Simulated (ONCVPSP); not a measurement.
## Before and after: ONCV potential for Mo

ONCVPSP 4.0.1 input, shortened (lines: element, Z, core and valence counts, functional; n l f; lmax; l rc ep ncon nbas qcut; lloc lpopt rc5 dvloc0; l nproj debl; icmod fcfact rcfact), PBEsol, fully relativistic:

```
  Mo 42.00    7    3  -116133      upf
    1    0    2.00
    2    0    2.00
    2    1    6.00
    3    0    2.00
    3    1    6.00
    3    2   10.00
    4    0    2.00
    4    1    6.00
    4    2    5.00
    5    0    0.75
    2
    0    3.15    0.00    4    7    2.60
    1    1.80    0.00    4    7    6.30
    2    1.55    0.00    4    8    5.30
    4    2    1.55    0.00
    0    2    0.70
    1    2    2.70
    2    1    3.40
    0    0.00    0.00
```

Open shells are filled in proportion to 2j + 1.

All-electron outer shells of the reference configuration (PBEsol, scalar-relativistic, ld1.x):

```csv
shell,level (eV),outermost node (bohr),outermost maximum (bohr)
4s,-65.87,0.51,0.99
4p,-40.03,0.52,1.08
5s,-5.48,1.34,2.89
4d,-5.33,0.53,1.38
```

Change: local potential polynomial inside 1.55 bohr (lpopt 2, dvloc0 6.5 Ha).

Cutoffs: the cutoffs (Ha) at which the residual kinetic energy of the hardest occupied pseudo-wave falls to 1 and 0.1 mHa per electron; they do not see the model core or the augmentation charge, which bear on the density cutoff. Errors are all-electron minus pseudo energies relative to the spin-unpolarised reference configuration.

Problem. What does the change do?

Solution. The potential gets neither clearly harder nor softer (46 Ha and 93 Ha → 46 Ha and 93 Ha); the lowest positive-energy flag moves from s at 1.1 eV to none; of the 4 tests that both files solve, the error grows in 0 and shrinks in 1 by more than 15 % and 0.3 meV (median size 9.2 → 8.1 meV); neither file shows a bound ghost.

| quantity | base | changed |
| --- | --- | --- |
| cutoff, loose | 46 Ha | 46 Ha |
| cutoff, tight | 93 Ha | 93 Ha |
| bound ghosts | none | none |
| GHOST(+) flags under 300 eV | s at 1.1 eV | none |
| error for 4p6 4d5 5s1, meV [ΔE -1.20 eV] | -0.5 | -0.5 |
| error for 4p6 4d5 5s0, meV [ΔE 5.71 eV] | -6.7 | -6.8 |
| error for 4p6 4d4 5s0, meV [ΔE 21.16 eV] | +12 | +9.4 |
| error for 4p6 4d4 5s2, meV [ΔE -1.02 eV] | -38 | -42 |
| s: phases at 3.20 bohr within 0.05 rad from the reference energy up to (Ha; the scan ends near 5) | 1.5 | 1.4 |
| p3/2: phases at 1.83 bohr within 0.05 rad from the reference energy up to (Ha; the scan ends near 5) | to the end of the scan | to the end of the scan |
| p1/2: phases at 1.83 bohr within 0.05 rad from the reference energy up to (Ha; the scan ends near 5) | to the end of the scan | to the end of the scan |
| d5/2: phases at 1.57 bohr within 0.05 rad from the reference energy up to (Ha; the scan ends near 5) | 3.9 | 3.0 |
| d3/2: phases at 1.57 bohr within 0.05 rad from the reference energy up to (Ha; the scan ends near 5) | 3.8 | 2.9 |
